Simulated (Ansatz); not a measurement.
System: chloro(dimethyl)borane, C₂H₆BCl (charge 0, singlet). 
Structure (B3LYP-D3(BJ)/def2-TZVP (Ansatz, a first-principles code) minimum search):
```
B
C 1 1.5594
H 2 1.0898 1 114.04
H 2 1.0923 3 109.73 1 -127.14
H 2 1.0986 3 106.73 4 -114.63
C 1 1.5594 2 123.81 3 -153.33
H 6 1.0898 1 114.04 2 -153.33
H 6 1.0923 7 109.73 1 -127.14
H 6 1.0986 7 106.73 8 -114.63
Cl 1 1.7805 2 118.10 3 26.67
```

Basis-set convergence of Hartree-Fock and MP2 correlation energies (hartree) with Ansatz. Correlated levels leave the core frozen unless marked. Spin-orbit coupling is left out. Non-relativistic.

```csv
basis,functions,E(HF),"E(corr, MP2)"
cc-pV(D+d)Z,95,-563.48938,-0.51050
cc-pV(T+d)Z,213,-563.53258,-0.64533
cc-pV(Q+d)Z,409,-563.54260,-0.69300
```

Extrapolating the two largest sets (X = 3 and 4) as X^-3: E(corr) = (64·(-0.69300) - 27·(-0.64533))/37 = -0.7278 Eh, an estimate of the basis-set limit. The largest set recovers 95.2 % of it, the smallest 70.1 %.
